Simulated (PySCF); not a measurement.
Calculated NMR data

- GFN2-xTB geometry
- σ from GIAO-PBE0/pcSseg-1
- run in PySCF 2.14.0 with density-fitted response routines
- non-relativistic, isolated molecule, one averaged value for each set of equivalent atoms, single conformer

Chemical shifts δ = σref − σ; TMS for $^{1}$H and $^{13}$C, all at this level. Splittings of carbon signals by F and P are missing where no couplings were computed. Where no couplings were computed, multiplicities follow the n + 1 count of equivalent neighbours, and m marks all less simple cases (inequivalent or close neighbours, rings, F or P nearby). Shifts are as computed. Against solution values, carbons near 30 ppm lie about +3 ppm off and those near 130 ppm about +5 ppm. Of 1211 compounds with measured shifts, 218 miss one by over three times the rms of a fit or turn the order of signals round; such compounds aren't used in these exercises.

Compound 1 (C5H8F3P). $^{1}$H NMR (600 MHz, computed): δ 3.64 (m, 1H), 2.42 (m, 2H), 1.78 (m, 2H), 1.19 (d, 3H). $^{13}$C{$^{1}$H} NMR (computed): δ 145.4, 37.4, 28.3, 27.0. Structure: `CC1CP(C(F)(F)F)C1`.

Compound 2 (C7H14N2). $^{1}$H NMR (600 MHz, computed): δ 5.18 (d, 1H), 3.48 (q, 2H), 3.19 (s, 3H), 1.75 (m, 1H), 1.02 (t, 3H), 0.65 (m, 2H), 0.27 (m, 2H). $^{13}$C{$^{1}$H} NMR (computed): δ 132.1, 60.9, 38.8, 13.2, 12.7, 8.7. Structure: SMILES CCN(C)/N=C\C1CC1.

Compound 3 (C4H9NO2Si). $^{1}$H NMR (600 MHz, computed): δ 4.80 (s, 2H), 4.17 (t, 2H), 3.88 (s, 3H), 2.60 (t, 2H). $^{13}$C{$^{1}$H} NMR (computed): δ 121.1 (C), 63.2 (CH2), 51.0 (CH3), 21.1 (CH2). Structure: `InChI=1S/C4H9NO2Si/c1-6-8-7-4-2-3-5/h2,4,8H2,1H3`.
